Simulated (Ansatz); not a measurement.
Input for Ansatz (a program for electronic structure): R-r2SCAN/def2-TZVPPD on H2 (SMILES [H][H]). The basis file is the Basis Set Exchange's JSON of that set.

Ansatz 0.2 input:
```yaml
crystal:
  periodic: [false, false, false]
  atoms:
    - {symbol: H, position_ang: [0.00000000, 0.00000000, 0.37198582]}
    - {symbol: H, position_ang: [-0.00000000, -0.00000000, -0.37198582]}
basis:
  gaussian:
    orbitals: def2-TZVPPD.json
hamiltonian:
  xc: {name: r2SCAN}
scf: {lower_state_search: off}
```

Output:

```
WARN ansatz: RAYON_NUM_THREADS=1 ignored (pool sized by the plan → 1); use --threads N
Functional definition: r2SCAN
these checks for a lower state are left out or cut short: stability, starts, cluster_reference, orbital_swaps, neighbouring_geometries, increment
integrals: 0.00 GiB planned
118 factors; their error is unknown
mean field: 0.05 GiB planned
mean field evaluation 1: about -31.6816 eV, gradient 7.6e0 eV
mean field evaluation 2: about -31.8676 eV, gradient 1.8e0 eV
mean field evaluation 4: about -31.8765 eV, gradient 4.1e-2 eV
mean field evaluation 8: about -31.8728 eV, gradient 7.5e-5 eV
mean field -31.87280650 eV, -1.1713040346 hartree, gradient 3.0e-6 eV, S^2 0.000000; 0 other end points of the search recorded, 0 dependent functions left out
reference -31.87281284 eV, -1.1713042676 hartree; 1, 1 occupied and 33, 33 virtual orbitals, 118 factors
Total energy: -31.87281284 eV, -1.1713042676 hartree
Checks for a lower state left out: stability, starts, cluster_reference, orbital_swaps, neighbouring_geometries, increment
```

The run converged.

Cost: very roughly 0.26 core-seconds.
